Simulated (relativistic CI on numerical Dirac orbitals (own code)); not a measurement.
What each ingredient does to the levels of Cs LIII

Base calculation: Dirac-Coulomb-Breit CI, KLI orbitals optimised for each configuration, model QED (radiative potential, 1s self-energy scaled to tabulated hydrogen-like ionisation energies), unscaled Slater integrals.

Configurations in the expansion (outside the closed core 1s2): 2s, 2p, 3s, 3p, 3d, 4s, 4p, 4d, 4f, 5s, 5p, 5d, 5f, 5g. Levels of other configurations are missing.

Variants: (1) non-relativistic limit. Shifts of the energy above 2s ²S1/2, in eV, for the lowest level and the first level of each name with at least 55 % of one term (blank where a level changes its place among those of its configuration and J or its character, or is not in the variant):

```tsv
Level	Base	Δ(1)
2s ²S1/2	0.00	0.00
2p ²P°1/2	123.15	-20.63
2p ²P°3/2	526.65	-424.12
3s ²S1/2	5742.86	-330.21
3p ²P°1/2	5776.75	-335.40
3p ²P°3/2	5896.68	-455.32
3d ²D3/2	5907.19	-453.83
3d ²D5/2	5943.48	-490.12
4s ²S1/2	7722.09	-427.50
4p ²P°1/2	7735.95	-429.48
4p ²P°3/2	7786.36	-479.89
4d ²D3/2	7790.77	-479.33
4d ²D5/2	7806.12	-494.69
4f ²F°5/2	7806.34	-494.61
```

At this charge energies of transitions that change n are usually good to better than 1 %, and those within a shell (Δn = 0) to a few per cent.

Ionisation energy from the two ground configurations alone: base 10208.1 eV. The NIST ASD value (theoretical) is 10208.8 eV.
